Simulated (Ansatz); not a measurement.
CH5AlCl2Se (`[CH3][Al-]([Cl])([Cl])[SeH2+]`). Charge 0, multiplicity 1.

| atom | x (Å) | y (Å) | z (Å) |
| --- | --- | --- | --- |
| C1 | 0.8879 | -0.3046 | -1.1490 |
| Al2 | -0.8681 | 0.1695 | -0.4732 |
| Cl3 | -1.5514 | 2.1657 | -0.7121 |
| Cl4 | -2.3843 | -1.3165 | -0.4326 |
| Se5 | -0.5980 | 0.3155 | 2.1592 |
| H6 | 0.8590 | -0.3859 | -2.2401 |
| H7 | 1.6374 | 0.4515 | -0.9002 |
| H8 | 1.2264 | -1.2693 | -0.7613 |
| H9 | 0.6386 | 1.1103 | 2.1733 |
| H10 | 0.1526 | -0.9362 | 2.3359 |

Task: What are the harmonic wavenumbers in cm⁻¹ at PBE0-D4/def2-TZVP (Ansatz, finite differences of forces, unscaled)? (Best estimate.)

Result: The calculation gave: 59, 79, 103, 111, 126, 147, 149, 232, 406, 417, 460, 539, 663, 684, 702, 1053, 1222, 1441, 1444, 2442, 2454, 3040, 3121, 3130.

Task: Is this a minimum?

Result: Yes, all 24 modes are real.

Task: Give the ideal-gas thermochemistry at 298.15 K and 1 bar (rigid rotor, harmonic oscillator; point group Cs, symmetry number 1).

Result: Zero-point energy 144.9 kJ/mol; H(298) − E = 173.2 kJ/mol; entropy 424.2 J/(mol·K), of which translation 174.5, rotation 125.8, vibration 123.9; G(298) − E = 46.7 kJ/mol. Modes under 100 cm⁻¹ are hindered rotations or soft bends, so the harmonic entropy is rough.

Task: Rotational constants (cm⁻¹)?

Result: 0.04715, 0.0322, 0.02672.
